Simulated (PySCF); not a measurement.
# Polarisability and C₆ of Ag⁺ (silver, charge +1)

[Kr] 4d10, closed-shell 1S. Calculation: PySCF 2.14, in aug-cc-pwCVDZ-PP with ECP28MDF (6s6p5d3f, 70 functions); scalar relativity through the core potential. Coupled (time-dependent) response in atomic units; α is the mean over directions. A double-zeta set is small for polarisabilities.

```tsv
method	mean α (bohr³)	C₆ (like pair)	S(−4)
UHF	7.804	43.24	20.51
PBE	9.436	52.27	38.85
PBE0	8.865	49.31	31.13
MN15	8.994	50.14	31.05
r2SCAN0	8.667	48.72	27.99
```

S(−4) is the Cauchy moment in α(ω) = α(0) + S(−4) ω² + …

α(iu) at r2SCAN0:

```tsv
u (hartree)	α(iu) (bohr³)
0	8.667
0.0500	8.598
0.100	8.403
0.200	7.757
0.300	6.999
0.500	5.697
0.750	4.591
1.00	3.822
1.50	2.759
2.00	2.047
3.00	1.213
5.00	0.5434
```

For an ion, C₆ is the dispersion term alone; charge-induced terms of lower order in 1/R come first.

Energies and moments cover only the electrons outside the core potential.
